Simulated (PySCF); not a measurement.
## Core-level binding energies of `C[O][GeH2][Br]`

CH₅BrGeO.
Numbering: `[CH3:1][O:2][GeH2:3][Br:4]`

Level of theory: PySCF 2.14.0, delta-SCF UKS SCAN, pcX-2 on the ionised atom, pcseg-1 elsewhere, spin-free X2C. Each binding energy is the total energy of the core-ionised species, with the hole localised on one atom, minus that of the ground state; both are solved self-consistently, so orbital relaxation is included.

Question: Give the core binding energies atom by atom.

Answer: 
| atom(s) | environment | level | binding energy (eV) | count |
| --- | --- | --- | --- | --- |
| O2 | oxygen bonded to C and Ge | O 1s | 537.96 | 1 |
| C1 | methoxy carbon | C 1s | 292.39 | 1 |

Question: Which effective nuclear charge Zeff reproduces each element's mean 1s value in the hydrogen-like formula E = 13.606 eV × Zeff²?

Answer: C (Z = 6): mean 292.4 eV, Zeff = 4.64, Z − Zeff = 1.36; O (Z = 8): mean 538.0 eV, Zeff = 6.29, Z − Zeff = 1.71. Means run over the listed sites, weighted by atom count.

No level of bromine or germanium is listed. One conformer (not necessarily the lowest) at the PBE0-D3(BJ)/def2-SVP geometry, without solvent, vibrations or thermal averaging.

Time: 12 s of wall time. Hardware: one thread of an x86-64 server, no GPU, shared host.

The values belong to the conformer `[CH3:1][O:2][GeH2:3][Br:4]`: C1–O2–Ge3–Br4 59°.
